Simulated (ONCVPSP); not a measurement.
**Transferability test, ONCV potential for gallium**

gallium, optimised norm-conserving Vanderbilt (ONCV), made with ONCVPSP 4.0.1 (PBE, scalar-relativistic). Core [Ne], reference 3s2 3p6 3d10 4s1 (charge +2). Waves: 3s+4s: rc 1.05 bohr, ncon 3, nbas 7, qcut 14.3 1/bohr, 2 projectors; 3p: rc 1.05 bohr, ncon 3, nbas 7, qcut 16.7 1/bohr, 2 projectors, debl 2.7 Ha; 3d: rc 0.80 bohr, ncon 4, nbas 8, qcut 22 1/bohr, local. Local part: the d channel. Core correction: polynomial model core, fcfact 0.3.

In the p channel the program set the typed energies aside and used -4.380, 0.250 Ha.

Energies are relative to the spin-unpolarised reference configuration 3s2 3p6 3d10 4s1; without spin polarisation the order of configurations can differ from experiment.

(1) Give the all-electron excitation energy and the error of the potential for: 3s2 3p6 3d10 4s2 4p1; 3s2 3p6 3d10 4s2; 3s2 3p6 3d10 4s0; 3s2 3p6 3d10 4s0 4p3.

Answers

(1)

| valence configuration | charge | ΔE all-electron (eV) | error AE − PS (meV) |
| --- | --- | --- | --- |
| 3s2 3p6 3d10 4s2 4p1 | 0 | -26.817 | +2.6 |
| 3s2 3p6 3d10 4s2 | +1 | -21.128 | +2.1 |
| 3s2 3p6 3d10 4s0 | +3 | 31.272 | -2.1 |
| 3s2 3p6 3d10 4s0 4p3 | 0 | -13.445 | +0.8 |
